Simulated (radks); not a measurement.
Results of a calculation; reference values are marked as such.
Neutral gold, configuration [Xe] 4f14 5d10 6s1 (the NIST ground configuration). Code: a radial shooting solver on a logarithmic mesh with Libxc functionals. Model: non-relativistic Kohn-Sham, exchange-only LDA, spin-unpolarised, spherical densities, point nucleus; relativity is left out, which matters for an element this heavy.

Normalised radial functions P(r) = r R(r), r in bohr:

```
   r/bohr * 4p, o 6s (the largest magnitude, 1.67, reaches the edge; | marks zero, & curves that meet)
0.0007405                             &
 0.001012                             &
 0.001382                             &
 0.001888                             &
 0.002579                             &
 0.003524                             *o
 0.004814                             |&
 0.006577                             |&
 0.008985                             |o*
  0.01227                             |o  *
  0.01677                             |o    *
  0.02291                             o       *
   0.0313                            o|          *
  0.04242                            o|          *
  0.05795                            o|       *
  0.07917                            o*
   0.1082                  *          |o
   0.1478             *               | o
   0.2019                     *       |o
   0.2758                           o |           *
   0.3767                          o  |                          *
   0.5147                             o                        *
   0.7031                             |   o        *
   0.9606                             |   &
    1.312                            o|*
    1.779                       o     *
     2.43                    o        *
    3.319                    o        *
    4.535                       o     *
    6.195                          o  *
    8.464                            o*
    11.56                             &
```

4p: eigenvalue -503.95 eV, 2 radial nodes at r = 0.0790, 0.230 bohr, <r> = 0.453 bohr, 90 % of the charge inside 0.656 bohr. 6s: eigenvalue -3.495 eV, 5 radial nodes at r = 0.0244, 0.0911, 0.228, 0.514, 1.24 bohr, <r> = 3.42 bohr, 90 % of the charge inside 5.23 bohr.
